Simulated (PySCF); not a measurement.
**Diatomic anions of O with the fifth-period p block**

CCSD(T) with double-zeta basis sets in PySCF, for the lowest determinant that a PBE0 search found; no spin–orbit coupling. De refers to high-spin ground-configuration atoms (the charge goes to the atom of lower measured ionisation energy or higher electron affinity, which is not always the lowest computed limit).

```tsv
M	basis	reference, frozen orbitals	charged atom	state (unpaired electrons)	Re (Å)	ωe (cm⁻¹)	De (eV)
In	aug-cc-pVDZ-PP/aug-cc-pVDZ	RHF, 5	O−	singlet (closed shell)	1.962	642	n/a
Te	aug-cc-pVDZ-PP/aug-cc-pVDZ	UHF, 5	Te−	doublet (π ↑)	1.943	636	n/a
I	aug-cc-pVDZ-PP/aug-cc-pVDZ	RHF, 5	I−	singlet (closed shell)	2.005	554	1.30
```

The shortest bond is that of TeO⁻ (1.943 Å), the longest that of IO⁻ (2.005 Å).

The state changes along the series, so neighbouring rows are not always alike in their bonding.

Correlated steps freeze 5 core orbitals. Correlated levels converge slowly with the basis: in double zeta they bind strong bonds too weakly, by up to about 1 eV, and carry superposition errors of some tenths. These are scalar-relativistic numbers at best; spin–orbit coupling would shift them, the dissociation energy most. For an ion De counts to the pair picked by the measured ionisation energies or electron affinities, which need not be the lowest pair at this level. Where the molecule has an RHF reference, its open-shell atoms are computed with UHF. The CCSD T1 diagnostic is raised in InO⁻, TeO⁻, a sign that a single reference may not be enough there. States were picked by a PBE0 search and need not be the measured ground states.
